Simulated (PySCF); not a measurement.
Bond curve of SiSb⁺

Set-up: Si def2-SVP, Sb def2-SVP with ECP28; scalar-relativistic core potentials (PySCF 2.14). Energies in eV from Si⁺ + Sb in their ground configurations at the same level. All curves are PBE0. state 1: ³Σ⁻ (triplet), unpaired electrons π ↑↑; state 2: Ms = 0 determinant of mixed spin (⟨S²⟩ near 1.0), unpaired electrons π ↑↓, a mixture of terms (⟨Lz²⟩ = 2.0), a second solution, started from another occupation; state 3: ³Π (triplet), unpaired electrons σ ↑, π ↑, a second solution, started from another occupation; state 4: Ms = 0 determinant of mixed spin (⟨S²⟩ near 1.0), unpaired electrons σ ↓, π ↑, a second solution, started from another occupation.

```csv
R (Å),state 1,state 2,state 3,state 4
2.184,-1.936,-1.673,-2.094,-1.931
2.286,-2.493,-2.238,-2.367,-2.199
2.388,-2.797,-2.548,-2.434,-2.262
2.464,-2.902,-2.657,-2.394,-2.220
2.540,-2.929,-2.687,-2.310,-2.132
2.616,-2.897,-2.657,-2.207,-2.023
2.718,-2.785,-2.547,-2.061,-1.865
2.845,-2.574,-2.334,-1.881,-1.669
2.997,-2.263,-2.017,-1.683,-1.454
3.200,-1.826,-1.557,-1.456,-1.212
```

Put a parabola through the three lowest points of the state 1 curve and estimate Re, k and ωe (reduced mass 22.72 u; 1 eV/Å² = 0.16022 mdyn/Å; ωe = 1302.8·√(k/μ) cm⁻¹).

Through R = 2.464, 2.54, 2.616 Å the second-order coefficient is 5.11 eV/Å², so Re ≈ 2.537 Å, k ≈ 1.64 mdyn/Å and ωe ≈ 350 cm⁻¹. A polynomial fit of higher order to the unrounded PBE0 energies gives Re = 2.533 Å, k = 1.68 mdyn/Å, ωe = 354 cm⁻¹; anharmonicity and rounding make the difference.

The higher-order fit for each curve: state 1: Re = 2.533 Å, ωe = 354 cm⁻¹, De = 2.93 eV; state 2: Re = 2.536 Å, ωe = 355 cm⁻¹, minimum 2.69 eV below the ground-state fragments. State 3 gave no clean fit. State 4 gave no clean fit.

⟨S²⟩ of the unrestricted solution departs from its pure value on part of the curve, where spin states mix. These are scalar-relativistic numbers at best; spin–orbit coupling would shift them, the dissociation energy most. For an ion De counts to the pair picked by the measured ionisation energies or electron affinities, which need not be the lowest pair at this level. The state was picked by a PBE0 search and need not be the measured ground state.
